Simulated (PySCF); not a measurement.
Compound: (H3Sn)2CH2, CH8Sn2.
Bonds: Sn1–C5, C5–Sn6. Hydrogens: H2, H3, H4 on Sn1; H10, H11 on C5; H7, H8, H9 on Sn6.

A GFN2-xTB structure was refined with PBE0-D3(BJ)/def2-SVP geometry optimisation, gas phase, def2 core potentials past Kr in PySCF 2.14.0. Its GFN2-xTB values:

| coordinate | GFN2-xTB |
| --- | --- |
| Sn1–H2 | 1.701 Å |
| Sn1–C5 | 2.222 Å |
| C5–H10 | 1.034 Å |
| Sn6–H8 | 1.639 Å |
| Sn1–C5–Sn6 | 114.4° |
| Sn1–C5–H10 | 106.2° |
| H2–Sn1–H3 | 106.3° |
| H2–Sn1–C5 | 105.8° |
| Sn6–C5–H11 | 107.1° |
| H10–C5–H11 | 109.7° |

**Question.** How do these coordinates change at the PBE0-D3(BJ)/def2-SVP level?

**Answer.** 
```
coordinate  PBE0-D3(BJ)/def2-SVP (Å or °)  change
    Sn6–H8                          1.717  +0.078
    Sn1–C5                          2.154  -0.068
    C5–H10                          1.101  +0.067
    Sn1–H2                          1.716  +0.015
 H2–Sn1–C5                          110.4    +4.6
 H2–Sn1–H3                          109.2    +2.9
Sn1–C5–H10                          108.5    +2.3
H10–C5–H11                          107.7    -2.0
Sn6–C5–H11                          108.3    +1.2
Sn1–C5–Sn6                          114.6    +0.2
```

The energy falls by 0.285 eV over 6 energy and gradient evaluations, the largest force component goes from 0.0592 to 2.9e-04 Eh/bohr, and the atoms move by 0.075 Å rms after alignment. The bond that changes most is Sn6–H8 (ends: tin bonded to C and 3 H; hydrogen on tin), which lengthens by 0.078 Å. Bonds longer at the end by more than 0.005 Å: 8 of 10; shorter: 2. Rotational constants go from 13588, 599.9, 586.9 to 13466, 607.6, 594.3 MHz.

The run used 106 basis functions and 38 SCF cycles in all. The run took 33 s of wall time on one thread of an AMD EPYC 7B13, on a shared host, and the process peaked at 0.43 GiB of memory.

Stationary, but not proved a minimum.
